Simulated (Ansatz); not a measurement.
(F3Sn)2NH (Sn₂NF₆H), relaxed as a singlet with RKS PBE0-D4/def2-SVP in Ansatz, starting from the GFN2-xTB geometry. Force threshold 0.02 eV/Å.

In the def2 sets Sn takes a core potential; there is no spin–orbit coupling.

Start:

```xyz
10

Sn   -1.608    0.693   -0.178
F    -1.984    1.069    1.641
F    -2.273    2.115   -1.256
F    -2.635   -0.855   -0.631
N     0.378    0.616   -0.559
Sn    1.561   -0.711    0.403
F     2.615   -1.585   -0.933
F     2.716    0.180    1.610
F     0.708   -2.042    1.468
H     0.522    0.520   -1.565
```

Question: Estimate the energy that the relaxation releases and the steps that it takes.

Answer: 3.4 kcal/mol, in 21 steps; 78 s on 4 threads of Arm Neoverse V1 on a shared host. No frequencies were taken in this run, so the end may be a saddle point.

Question: Does the start keep its bonding?

Answer: By distances, no bond broke or formed. The bond that changes most is Sn6–F9, from 1.91 to 1.97 Å (atoms count from 1).

Question: Predict the relaxed structure.

Answer: 
Cartesian coordinates in Å:
```
Sn -1.477 0.415 -0.081
F -1.814 0.941 1.723
F -2.379 1.762 -1.109
F -2.370 -1.197 -0.576
N 0.423 0.628 -0.747
Sn 1.612 -0.608 0.214
F 2.461 -2.079 -0.646
F 2.892 -0.027 1.501
F -0.036 -1.211 1.101
H 0.688 1.376 -1.381
```
Bond lengths (bridged metal pairs left out): 6 × F–Sn 1.90 to 1.97 Å; 2 × N–Sn 1.97 to 2.02 Å; 1 × H–N 1.02 Å.
